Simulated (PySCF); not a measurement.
Isomers of C6H11NS.

All values: PBE0/pcSseg-1 (PySCF) at GFN2-xTB geometries, gas phase, one conformer each.

Question: Rank by the highest Hirshfeld charge on any atom, lowest value first.
A. `[CH3:1]/[N:2]=[CH:3]/[C@H:4]1[CH2:5][CH2:6][CH2:7][S:8]1` with N2–C3–C4–C5 0°, C3–C4–C5–C6 79°, C4–C5–C6–C7 50°, C5–C6–C7–S8 -38°, C6–C7–S8–C4 14°
B. `[CH3:1][C@@:2]1([CH2:3][NH2:4])[CH2:5][CH2:6][C:7]1=[S:8]` with C1–C2–C3–N4 -60°, C2–C3–N4–H -58° and 62°
C. `[CH2:1]=[CH:2][CH2:3][C:4](=[S:5])[N:6]([CH3:7])[CH3:8]` with C1–C2–C3–C4 133°, C2–C3–C4–S5 101°, C3–C4–N6–C7 0°
D. `[CH3:1][C:2](=[S:3])[NH:4][CH:5]1[CH2:6][CH2:7][CH2:8]1` with C1–C2–N4–C5 4°, C2–N4–C5–C6 101°, N4–C5–C6–C7 128°, C5–C6–C7–C8 -10°, C6–C7–C8–C5 10°, N4–C5–C8–C7 -129°

Answer: A (+0.049 e), C (+0.075 e), B (+0.107 e), D (+0.123 e).

Question: Rank by the highest IAO charge on any atom, lowest value first.
A. `[CH3:1][C:2](=[S:3])[NH:4][CH:5]1[CH2:6][CH2:7][CH2:8]1` with C1–C2–N4–C5 4°, C2–N4–C5–C6 101°, N4–C5–C6–C7 128°, C5–C6–C7–C8 -10°, C6–C7–C8–C5 10°, N4–C5–C8–C7 -129°
B. `[CH2:1]=[CH:2][CH2:3][C:4](=[S:5])[N:6]([CH3:7])[CH3:8]` with C1–C2–C3–C4 133°, C2–C3–C4–S5 101°, C3–C4–N6–C7 0°
C. `[CH3:1]/[N:2]=[CH:3]/[C@H:4]1[CH2:5][CH2:6][CH2:7][S:8]1` with N2–C3–C4–C5 0°, C3–C4–C5–C6 79°, C4–C5–C6–C7 50°, C5–C6–C7–S8 -38°, C6–C7–S8–C4 14°
D. `[CH3:1][C@@:2]1([CH2:3][NH2:4])[CH2:5][CH2:6][C:7]1=[S:8]` with C1–C2–C3–N4 -60°, C2–C3–N4–H -58° and 62°

Answer: C (+0.159 e), B (+0.184 e), D (+0.248 e), A (+0.276 e).

Question: Rank by the lowest IAO charge on any atom, highest value first.
A. `[CH3:1]/[N:2]=[CH:3]/[C@H:4]1[CH2:5][CH2:6][CH2:7][S:8]1` with N2–C3–C4–C5 0°, C3–C4–C5–C6 79°, C4–C5–C6–C7 50°, C5–C6–C7–S8 -38°, C6–C7–S8–C4 14°
B. `[CH3:1][C@@:2]1([CH2:3][NH2:4])[CH2:5][CH2:6][C:7]1=[S:8]` with C1–C2–C3–N4 -60°, C2–C3–N4–H -58° and 62°
C. `[CH3:1][C:2](=[S:3])[NH:4][CH:5]1[CH2:6][CH2:7][CH2:8]1` with C1–C2–N4–C5 4°, C2–N4–C5–C6 101°, N4–C5–C6–C7 128°, C5–C6–C7–C8 -10°, C6–C7–C8–C5 10°, N4–C5–C8–C7 -129°

Answer: A (-0.334 e), C (-0.443 e), B (-0.562 e).

All values together:

| SMILES | μ (D) | HOMO (eV) | LUMO (eV) | lowest IAO charge (e) | highest IAO charge (e) | lowest Hirshfeld charge (e) | highest Hirshfeld charge (e) |
| --- | --- | --- | --- | --- | --- | --- | --- |
| C/N=C/[C@H]1CCCS1 | 1.04 | -6.28 | -0.07 | -0.334 (C) | +0.159 (H) | -0.131 (N) | +0.049 (H) |
| C=CCC(=S)N(C)C | 4.83 | -5.78 | -0.71 | -0.326 (C) | +0.184 (H) | -0.240 (S) | +0.075 (C) |
| C[C@@]1(CN)CCC1=S | 2.79 | -6.22 | -2.03 | -0.562 (N) | +0.248 (H) | -0.235 (N) | +0.107 (H) |
| CC(=S)NC1CCC1 | 5.22 | -5.83 | -0.65 | -0.443 (C) | +0.276 (H) | -0.273 (S) | +0.123 (H) |

Conformers: `[CH3:1]/[N:2]=[CH:3]/[C@H:4]1[CH2:5][CH2:6][CH2:7][S:8]1` with N2–C3–C4–C5 0°, C3–C4–C5–C6 79°, C4–C5–C6–C7 50°, C5–C6–C7–S8 -38°, C6–C7–S8–C4 14°; `[CH2:1]=[CH:2][CH2:3][C:4](=[S:5])[N:6]([CH3:7])[CH3:8]` with C1–C2–C3–C4 133°, C2–C3–C4–S5 101°, C3–C4–N6–C7 0°; `[CH3:1][C@@:2]1([CH2:3][NH2:4])[CH2:5][CH2:6][C:7]1=[S:8]` with C1–C2–C3–N4 -60°, C2–C3–N4–H -58° and 62°; `[CH3:1][C:2](=[S:3])[NH:4][CH:5]1[CH2:6][CH2:7][CH2:8]1` with C1–C2–N4–C5 4°, C2–N4–C5–C6 101°, N4–C5–C6–C7 128°, C5–C6–C7–C8 -10°, C6–C7–C8–C5 10°, N4–C5–C8–C7 -129°.
